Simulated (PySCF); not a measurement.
Species: C4H9NSi2.
Structure used (PBE0-D3(BJ)/def2-SVP), in Å, numbered top down from 1:
```xyz
16
C4H9NSi2 angstrom
N      3.6063   -0.6066   -0.7285
C      2.6573   -0.5465   -0.0632
Si     1.1017   -0.4306    0.9535
C     -0.2661   -1.4015    0.0644
C     -0.9228   -0.4672   -0.9627
C     -1.3855    0.8532   -0.3281
Si     0.0679    1.6483    0.6184
H      1.4404   -0.9129    2.3213
H      0.1186   -2.3221   -0.4014
H     -1.0040   -1.7087    0.8270
H     -0.2013   -0.2536   -1.7719
H     -1.7739   -0.9754   -1.4470
H     -2.1914    0.6561    0.4009
H     -1.8027    1.5388   -1.0822
H      0.8892    2.5514   -0.2422
H     -0.3533    2.3756    1.8528
```

The closed-shell ground state was solved at several levels (PySCF, density fitting, gas phase, non-relativistic).

| level | basis functions | HOMO (eV) | LUMO (eV) | gap (eV) | dipole (D) |
| --- | --- | --- | --- | --- | --- |
| PBE0/def2-SVPD | 220 | -7.91 | -0.67 | 7.24 | 4.55 |
| PBE0/pcSseg-1 | 178 | -7.96 | -0.61 | 7.35 | 4.42 |

What might HF/pcSseg-1 (178 basis functions) give for the same quantities?

HOMO -10.51 eV, LUMO 2.73 eV, gap 13.24 eV, dipole 4.48 D.

Over all these levels, which gives the widest orbital gap and which the narrowest?

HF/pcSseg-1 (Hartree–Fock, all exact exchange) has the widest, 13.24 eV, and PBE0/def2-SVPD (global hybrid, 25 % exact exchange) the narrowest, 7.24 eV. Functional and basis both differ between the two, so the spread mixes both effects. The HOMO need not be the same orbital at Hartree–Fock and at DFT levels.

How far do the dipole and the HOMO energy spread over the levels?

The dipole runs from 4.42 to 4.55 D (mean 4.48 D) and the HOMO from -10.51 to -7.91 eV.

One conformer stands for the species.
